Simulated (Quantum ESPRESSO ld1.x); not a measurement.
Species: the iodine ion I10+. Configuration: [Kr] 4d7 (the NIST ground configuration). Calculated with ld1.x of Quantum ESPRESSO 7.5: scalar-relativistic Kohn-Sham, LDA (Slater exchange, Perdew-Zunger correlation), spin-polarised, spherical densities, point nucleus; open shells are filled with parallel spins first.

X-ray form factor f0, the Fourier transform of the density (f0(0) = 43):

sin(theta)/lambda (1/angstrom)  f0 (electrons)
0.05                                    42.765
0.1                                     42.076
0.15                                    40.975
0.2                                     39.527
0.25                                    37.813
0.3                                     35.922
0.4                                     31.945
0.5                                     28.165
0.6                                     24.915
0.8                                     20.241
1                                       17.277
1.25                                    14.504
1.5                                     12.045
2                                        8.198
